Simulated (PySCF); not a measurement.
PySCF input for OP, SMILES O=[P], multiplicity 2, TDA-PBE/def2-TZVPD. Geometry optimised at PBE0-D3(BJ)/def2-TZVPD.

```python
import numpy as np
from pyscf import gto, scf, dft, tdscf

mol = gto.M(
    atom='''
    P     0.00000000    0.00000000   -0.51259111
    O     0.00000000    0.00000000    0.96110833
    ''',
    basis='def2-TZVPD',
    charge=0,
    spin=1,
    max_memory=1600,
    verbose=4,
)
mf = dft.UKS(mol, xc='pbe').density_fit(auxbasis='def2-universal-jkfit')
mf.grids.level = 3
mf.conv_tol = 1e-9
mf.max_cycle = 100
mf.kernel()
fine, coarse = mf.grids, dft.Grids(mol).set(level=1).build(with_non0tab=True)
for _ in range(3):  # follow internal instabilities
    mf.grids = coarse
    mo, _, stable, _ = mf.stability(return_status=True, nroots=4)
    mf.grids = fine
    if stable:
        break
    mf.kernel(mf.make_rdm1(mo, mf.mo_occ))
mf.grids = dft.Grids(mol).set(level=1).build(with_non0tab=True)  # coarser grid for the response kernel
td = tdscf.TDA(mf)
td.nstates = 10
td.conv_tol = 1e-4
td.positive_eig_threshold = 1e-6
td.kernel(x0=td.get_init_guess(mf, 15))
td.analyze()
```

Log of the run:

```
PySCF version 2.14.0

[INPUT] verbose = 4
[INPUT] num. atoms = 2
[INPUT] num. electrons = 23
[INPUT] charge = 0
[INPUT] spin (= nelec alpha-beta = 2S) = 1
[INPUT] symmetry False subgroup None
[INPUT] Mole.unit = angstrom
[INPUT] Symbol           X                Y                Z      unit          X                Y                Z       unit  Magmom
[INPUT]  1 P      0.000000000000   0.000000000000  -0.512591110000 AA    0.000000000000   0.000000000000  -0.968656811787 Bohr   0.0
[INPUT]  2 O      0.000000000000   0.000000000000   0.961108330000 AA    0.000000000000   0.000000000000   1.816231519738 Bohr   0.0

nuclear repulsion = 43.0896990165105
number of shells = 29
number of NR pGTOs = 124
number of NR cGTOs = 83
basis = def2-TZVPD
ecp = {}


[settings echo left out]
init E= -416.507992015322

WARN: alpha nocc = 12  HOMO -0.15883881214583 >= LUMO -0.158838812145832

  beta  nocc = 11  HOMO = -0.387722176587715  LUMO = -0.158838812145855

WARN: HOMO -0.15883881214583 >= LUMO -0.158838812145855

cycle= 1 E= -416.155875101233  delta_E= 0.352  |g|= 0.702  |ddm|= 0.956
  alpha nocc = 12  HOMO = -0.0325309423208316  LUMO = -0.00952260068163148
  beta  nocc = 11  HOMO = -0.142035665919678  LUMO = -0.0273172484780742
  HOMO = -0.0325309423208  LUMO = -0.0273172484781  gap/eV = 0.14187
cycle= 2 E= -412.87467530065  delta_E= 3.28  |g|=  2.4  |ddm|= 1.59
  alpha nocc = 12  HOMO = -0.154401626348555  LUMO = -0.111619868288259
  beta  nocc = 11  HOMO = -0.328198074403367  LUMO = -0.134093070034739
  HOMO = -0.154401626349  LUMO = -0.134093070035  gap/eV = 0.55262
cycle= 3 E= -416.352688659814  delta_E= -3.48  |g|= 0.112  |ddm|=  1.4
  alpha nocc = 12  HOMO = -0.170483897708575  LUMO = -0.120704895649304
  beta  nocc = 11  HOMO = -0.325144343725911  LUMO = -0.153721903278321
  HOMO = -0.170483897709  LUMO = -0.153721903278  gap/eV = 0.45612
cycle= 4 E= -416.351769568737  delta_E= 0.000919  |g|= 0.105  |ddm|= 0.154
  alpha nocc = 12  HOMO = -0.166642779944059  LUMO = -0.115205626781581
  beta  nocc = 11  HOMO = -0.331838393465486  LUMO = -0.14954582725928
  HOMO = -0.166642779944  LUMO = -0.149545827259  gap/eV = 0.46523
cycle= 5 E= -416.357686160494  delta_E= -0.00592  |g|= 0.0187  |ddm|= 0.0613
  alpha nocc = 12  HOMO = -0.167919845302091  LUMO = -0.115270200462293
  beta  nocc = 11  HOMO = -0.334258433346259  LUMO = -0.150212746939105
  HOMO = -0.167919845302  LUMO = -0.150212746939  gap/eV = 0.48183
cycle= 6 E= -416.357833612348  delta_E= -0.000147  |g|= 0.00298  |ddm|= 0.011
  alpha nocc = 12  HOMO = -0.167732981079356  LUMO = -0.114926068464247
  beta  nocc = 11  HOMO = -0.333843090538427  LUMO = -0.150002275134581
  HOMO = -0.167732981079  LUMO = -0.150002275135  gap/eV = 0.48248
cycle= 7 E= -416.357837064991  delta_E= -3.45e-06  |g|= 0.000282  |ddm|= 0.0018
  alpha nocc = 12  HOMO = -0.167711040278153  LUMO = -0.114837490872646
  beta  nocc = 11  HOMO = -0.333789983881399  LUMO = -0.149971225061199
  HOMO = -0.167711040278  LUMO = -0.149971225061  gap/eV = 0.48272
cycle= 8 E= -416.35783709309  delta_E= -2.81e-08  |g|= 0.000134  |ddm|= 0.000314
  alpha nocc = 12  HOMO = -0.167737841340749  LUMO = -0.114856187225661
  beta  nocc = 11  HOMO = -0.33380389476876  LUMO = -0.149995380611478
  HOMO = -0.167737841341  LUMO = -0.149995380611  gap/eV = 0.48280
cycle= 9 E= -416.357837101949  delta_E= -8.86e-09  |g|= 3.75e-05  |ddm|= 0.000139
  alpha nocc = 12  HOMO = -0.167730793689325  LUMO = -0.114847712579625
  beta  nocc = 11  HOMO = -0.333793592134785  LUMO = -0.149987696486595
  HOMO = -0.167730793689  LUMO = -0.149987696487  gap/eV = 0.48281
cycle= 10 E= -416.357837102614  delta_E= -6.65e-10  |g|= 4.16e-06  |ddm|= 4.09e-05
  alpha nocc = 12  HOMO = -0.167729784586387  LUMO = -0.114846842190275
  beta  nocc = 11  HOMO = -0.333792128116841  LUMO = -0.14998655941814
  HOMO = -0.167729784586  LUMO = -0.149986559418  gap/eV = 0.48282
Extra cycle  E= -416.357837102623  delta_E= -9.09e-12  |g|= 5.83e-06  |ddm|= 8.06e-06
converged SCF energy = -416.357837102623  <S^2> = 0.75337028  2S+1 = 2.0033674
tot grids = 11592
uhf_internal: lowest eigs of H = [8.78866339e-07 2.53650976e-01 2.59251547e-01 2.68706958e-01]
<class 'pyscf.df.df_jk.DFUKS'> wavefunction is stable in the internal stability analysis
tot grids = 11592
Overwritten attributes  positive_eig_threshold  of <class 'pyscf.tdscf.uks.TDA'>


******** <class 'pyscf.tdscf.uks.TDA'> for <class 'pyscf.df.df_jk.DFUKS'> ********
nstates = 10
deg_eia_thresh = 1.000e-03
wfnsym = None
conv_tol = 0.0001
eigh lindep = 1e-12
eigh level_shift = 0
eigh max_cycle = 100


Excitation energies (eV)
[0.12824899 3.83725314 4.43455934 4.58876358 4.75348925 4.81033897
 5.45930889 5.72502309 5.74810943 5.94505766]

** Excitation energies and oscillator strengths **
Excited State   1:      0.12825 eV   9667.46 nm  f=0.0000
      12a ->   13a     -0.99917
Excited State   2:      3.83725 eV    323.11 nm  f=0.0041
      12a ->   14a      0.99748
Excited State   3:      4.43456 eV    279.59 nm  f=0.0000
      11a ->   13a     -0.66033
      10b ->   12b      0.73911
Excited State   4:      4.58876 eV    270.19 nm  f=0.0000
       9a ->   13a     -0.74459
       9b ->   12b      0.65046
      11b ->   13b      0.12650
Excited State   5:      4.75349 eV    260.83 nm  f=0.0000
      10a ->   13a     -0.43040
       9b ->   13b      0.12021
      11b ->   12b      0.89262
Excited State   6:      4.81034 eV    257.75 nm  f=0.0499
      12a ->   15a     -0.99805
Excited State   7:      5.45931 eV    227.11 nm  f=0.0000
      10a ->   13a     -0.87634
       9b ->   13b      0.17727
      11b ->   12b     -0.44694
Excited State   8:      5.72502 eV    216.57 nm  f=0.0006
       9a ->   13a     -0.25073
      12a ->   17a      0.12493
       9b ->   12b     -0.45515
      11b ->   13b      0.84231
Excited State   9:      5.74811 eV    215.70 nm  f=0.0053
      11a ->   13a     -0.71588
      12a ->   19a     -0.33423
      10b ->   12b     -0.59922
Excited State  10:      5.94506 eV    208.55 nm  f=0.0003
      12a ->   18a     -0.13286
      12a ->   20a     -0.36582
      10b ->   13b     -0.91630

** Transition electric dipole moments (AU) **
state          X           Y           Z        Dip. S.      Osc.
  1        -0.0000      0.0000     -0.0000      0.0000      0.0000
  2        -0.1111      0.1769     -0.0000      0.0436      0.0041
  3         0.0115      0.0072     -0.0000      0.0002      0.0000
  4        -0.0000      0.0000     -0.0050      0.0000      0.0000
  5         0.0000     -0.0000     -0.0000      0.0000      0.0000
  6         0.3461     -0.5513     -0.0000      0.4237      0.0499
  7        -0.0000      0.0000     -0.0000      0.0000      0.0000
  8        -0.0000     -0.0000     -0.0671      0.0045      0.0006
  9        -0.1645     -0.1033      0.0000      0.0377      0.0053
 10         0.0243     -0.0388      0.0000      0.0021      0.0003

** Transition velocity dipole moments (imaginary part, AU) **
state          X           Y           Z        Dip. S.      Osc.
  1         0.0000     -0.0000     -0.0000      0.0000      0.0000
  2         0.0086     -0.0138     -0.0000      0.0003      0.0012
  3        -0.0084     -0.0053      0.0000      0.0001      0.0004
  4        -0.0000      0.0000     -0.0067      0.0000      0.0002
  5         0.0000     -0.0000      0.0000      0.0000      0.0000
  6         0.0700     -0.1115     -0.0000      0.0173      0.0654
  7         0.0000     -0.0000      0.0000      0.0000      0.0000
  8         0.0000      0.0000     -0.0171      0.0003      0.0009
  9         0.0097      0.0061      0.0000      0.0001      0.0004
 10        -0.0087      0.0138      0.0000      0.0003      0.0008

** Transition magnetic dipole moments (imaginary part, AU) **
state          X           Y           Z
  1         0.0000      0.0000     -1.0027
  2        -0.7943     -0.4987     -0.0000
  3        -0.0066      0.0104      0.0000
  4        -0.0000     -0.0000     -0.0000
  5         0.0000      0.0000     -0.0186
  6         0.1944      0.1220      0.0000
  7         0.0000     -0.0000     -0.0024
  8         0.0000     -0.0000     -0.0000
  9         0.5475     -0.8720     -0.0000
 10         0.5355      0.3362      0.0000
```

Self-consistency was reached.
